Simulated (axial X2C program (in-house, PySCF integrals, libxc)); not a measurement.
## Nuclear properties of SbOH⁺

Computed with an axial X2C code built on PySCF integrals: two-component X2C with atomic mean-field Coulomb and Gaunt terms, Gaussian nuclei, basis Sb dyall-v3z, O dyall-av3z, H dyall-v3z with contracted cores.

Sb–O–H held linear, with bonds 1.849 and 0.963 Å (near the PBE0 minimum at charge 1 of the determinant lowest at the starting distance; the state shown can have its own minimum elsewhere, held linear; other orders of the atoms were not compared).

Determinant lowest in the PBE0 search, Ω = 1/2 (⟨Sz⟩ = -0.49, ⟨Lz⟩ = 0.99 at PBE0), spin on the atoms Sb -0.47, O -0.03, H 0.00:

```tsv
level	Eeff magnitude (GV/cm)	Ws magnitude Sb (kHz)	A∥/gI Sb (MHz)	qzz Sb (a.u.)	A∥/gI O (MHz)	qzz O (a.u.)	A∥/gI H (MHz)	qzz H (a.u.)
PBE0	1.61	1.6	3710	0.34	174	1.50	6.51	0.46
HF	0.673	0.546	3510	-0.75	99	1.62	5.18	0.46
BHandHLYP	1.94	1.98	3580	0.06	142	1.54	5.72	0.45
```

Determinant 0.43 eV from it at PBE0 and this distance, Ω = 3/2 (⟨Sz⟩ = 0.50, ⟨Lz⟩ = 1.00 at PBE0), spin on the atoms Sb 0.50, O 0.01, H 0.00:

```
    level  Eeff magnitude (GV/cm)  Ws magnitude Sb (kHz)  A∥/gI Sb (MHz)  qzz Sb (a.u.)  A∥/gI O (MHz)  qzz O (a.u.)  A∥/gI H (MHz)  qzz H (a.u.)
     PBE0                    1.43                  0.632             417          -0.21           49.2          1.48           2.17          0.46
       HF                    4.86                   1.98             492          -1.41           51.4          1.60           1.86          0.46
BHandHLYP                    1.65                  0.727             527          -0.54           47.9          1.52           1.99          0.45
```

Eeff is the effective electric field on the electron electric dipole moment in this Ω state and Ws the scalar–pseudoscalar constant of the nucleus named (defined with the proton number Z and per Ω); A∥ (defined per Ω) follows by multiplying with gI = μI/(I μN); qzz is the electric field gradient, eQq0 = 234.96 MHz × Q/barn × qzz. The operators were transformed with the bare-nucleus X2C matrices; with these basis sets, hyperfine constants and field gradients can be off by tens of per cent, and where levels differ in sign neither size nor sign is settled.

(1) With gI(121Sb) = 1.3454, gI(17O) = -0.7575, Q(17O) = -0.02558 barn, gI(1H) = 5.5857 (g factors from the IAEA table of nuclear moments by Stone; Q from Pyykkö, Mol. Phys. 2018), turn the PBE0 values of the first state into constants in MHz.

The molecule was held linear; bending was not examined, so a bent shape may lie lower.

Each state is one determinant with collinear spin. Unrestricted Hartree–Fock can overshoot spin polarisation at the nuclei. Where Eeff spreads by more than a factor of two the levels disagree and none is to be relied on. The search compared states at one distance, so a state with another bond length can lie lower. Where a field gradient or hyperfine factor spreads by more than a factor of two over the levels, a constant derived from it is not to be relied on. PBE0 term energies can be off by some tenths of an eV.

## Answers

(1) A∥(121Sb) = 3710 × 1.3454 = 4990 MHz; A∥(17O) = 174 × -0.7575 = -132 MHz; eQq0(17O) = 234.96 × (-0.02558) × (1.50) = -9.02 MHz; A∥(1H) = 6.51 × 5.5857 = 36.4 MHz.
